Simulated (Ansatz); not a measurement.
Input file for Ansatz (a quantum-chemistry and plane-wave program): R-r2SCAN/def2-TZVPP on AlAsH4 (SMILES [AlH2][AsH2]), a point of a torsion scan.

Ansatz 0.2 input:
```yaml
crystal:
  periodic: [false, false, false]
  atoms:
    - {symbol: Al, position_ang: [-0.85820340, -0.08422345, -0.04964250]}
    - {symbol: As, position_ang: [1.52381653, -0.37965419, -0.03004831]}
    - {symbol: H, position_ang: [-1.94680297, -1.07365992, -0.56320386]}
    - {symbol: H, position_ang: [-1.55189012, 1.24875299, 0.37297846]}
    - {symbol: H, position_ang: [1.31225841, -0.50153061, -1.53108470]}
    - {symbol: H, position_ang: [1.44598859, 1.12982337, -0.18797434]}
basis:
  gaussian:
    orbitals: def2-TZVPP
hamiltonian:
  xc: {name: r2SCAN}
scf: {lower_state_search: off}
```

Problem. Predict the final total energy.

Solution. -2480.6604 hartree.
